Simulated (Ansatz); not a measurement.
The cluster Ni2O. The state is a singlet with charge 0. Geometry B3LYP-D4/def2-TZVP; atoms count from 1.

Cartesian coordinates in Å:
```
Ni 0.041 -0.671 -1.004
Ni 0.147 -0.152 1.190
O -0.188 0.823 -0.186
```

The restricted singlet is unstable: a solution with broken spin symmetry lies lower. At PBE0-D4/def2-TZVP a triplet of charge 0 lies 1.05 eV below the restricted singlet, each at its own geometry. The structure comes from a short search, and lower isomers may exist.

Estimate the Mulliken populations from the PBE0/def2-TZVP orbitals of Ansatz.


| atom | charge (e) | d electrons |
| --- | --- | --- |
| Ni1 | 0.35 | 8.91 |
| Ni2 | 0.35 | 8.91 |
| O3 | -0.71 | – |
Mulliken values depend strongly on the basis.

And the Mayer bond orders between heavy atoms (over 0.3)?

Ni1–Ni2 1.00 (2.26 Å); Ni1–O3 1.01 (1.72 Å); Ni2–O3 1.01 (1.72 Å).
